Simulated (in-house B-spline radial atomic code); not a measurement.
The numbers below are computed, except where a source is named.
Fe in an electron gas of r_s = 2.4: phase shifts, screening, friction and resistivity

A nucleus sits in a uniform electron gas with a rigid positive background. The Kohn-Sham equations are solved self-consistently in the spin-unpolarised LDA (PW92), non-relativistic, on B-splines with outgoing waves at the boundary and partial waves to l = 8. The model has no lattice, no bands and no magnetic solution. Atomic units; δ_l are the phase shifts at the Fermi level, counted so that each bound state adds π, and good to about 0.0005.

The density parameter is r_s = 2.4 bohr, near that of the valence electrons of In (3 per atom, density 7.31 g/cm³, mass 114.82 u, which gives r_s = 2.41).

| l | δ_l (rad) |
| --- | --- |
| 0 | 9.2490 |
| 1 | 6.3837 |
| 2 | 2.4953 |
| 3 | -0.0054 |
| 4 | -0.0002 |
| 5 | -0.0004 |
| 6 | -0.0002 |
| 7 | -0.0003 |
| 8 | -0.0002 |

Bound levels below the band bottom (hartree): s -253.6, s -28.89, p -24.88, s -2.723, p -1.557.

(1) Check the Friedel sum rule, and say where the screening charge sits.

(2) Find the transport cross section and the electronic stopping of a 5 keV Fe ion (mass 55.84 u).

(3) What residual resistivity would 1 atomic per cent of such centres give in In?

(4) On a substitutional site the background of one host ion, a sphere holding 3 charges, is taken out. The phase shifts for l = 0 to 4 become 8.7600, 5.8868, 2.0652, -0.0667, -0.0139. What follows?

## Answers

(1) k_F = (9π/4)^(1/3)/r_s = 0.79965. The rule is Z = (2/π) Σ (2l + 1) δ_l. The terms are s 5.888, p 12.192, d 7.943, f -0.024 and -0.011 beyond, in all 25.988 against Z = 26. Bound states hold 6 s, 12 p, 0 d electrons, so the scattering states carry 7.99 in all; where a term is smaller than its bound count, the bound level has drawn weight out of the band.

(2) σ_tr = (4π/k_F²) Σ (l + 1) sin²(δ_l − δ_(l+1)). The terms for l = 0 to 3 are 0.0744, 0.9229, 1.0725, 0.0001, all together 2.0699, so σ_tr = 19.652 × 2.0699 = 40.678 bohr². With n = 3/(4π r_s³) = 0.01727, the friction coefficient is Q = n k_F σ_tr = 0.5617. For v well below v_F = 0.800, dE/dx = Q v; with 24801 eV per u at v = 1, v = √(5000/(24801 × 55.84)) = 0.0601, so dE/dx = 0.03375 hartree/bohr = 17.4 eV/nm. The largest term couples the d and f waves.

(3) Δρ = k_F n_i σ_tr/n in atomic units of 21.74 μΩ·cm. With one host atom per 3 electrons, n_i/n = 0.01/3, so Δρ = 0.7996 × 0.00333 × 40.678 × 21.74 = 2.36 μΩ·cm. This is an atom added to the gas, as on an interstitial site.

(4) The Friedel sum is now 22.99, for Z − 3 = 23. The sum in σ_tr is 3.0235, so σ_tr = 59.42 bohr² and Δρ = 3.44 μΩ·cm per atomic per cent, 1.46 times the value above. A real host ion scatters too, so this model doesn't give zero even for the host's own atom.
